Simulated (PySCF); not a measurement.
Ga(AsH2)(F)2 (AsF₂GaH₂), SMILES [F][Ga]([F])[AsH2]. Atoms are numbered in the order given.

```xyz
6

Ga    -0.7844    -0.0084     0.0000
As     1.5997     0.0626     0.0000
H      1.6217    -0.9892     1.1042
H      1.6217    -0.9892    -1.1042
F     -1.7621     0.0095    -1.4495
F     -1.7621     0.0095     1.4495
```

Geometry: PBE0-D3(BJ)/def2-SVP.

Two levels are set side by side: PBE/pcSseg-1 (PySCF) and PBE0/pcSseg-1 (PySCF). GIAO shifts against AsH3 (⁷⁵As), CFCl3 (¹⁹F), TMS (¹H) at the same level; non-relativistic, no solvent, atoms listed together averaged. Differences are taken from unrounded values.

| quantity | PBE0 | PBE | PBE minus PBE0 |
|---|---|---|---|
| δ(⁷⁵As) of As2 (ppm) | -127.3 | -96.2 | 31.2 |
| δ(¹H) of H3, H4 (ppm) | 2.24 | 2.25 | 0.02 |
| δ(¹⁹F) of F5, F6 (ppm) | -114.0 | -101.9 | 12.1 |

Rough cost on one machine, each run with all the roots and properties that it gave: PBE0 against PBE within a factor of 2.
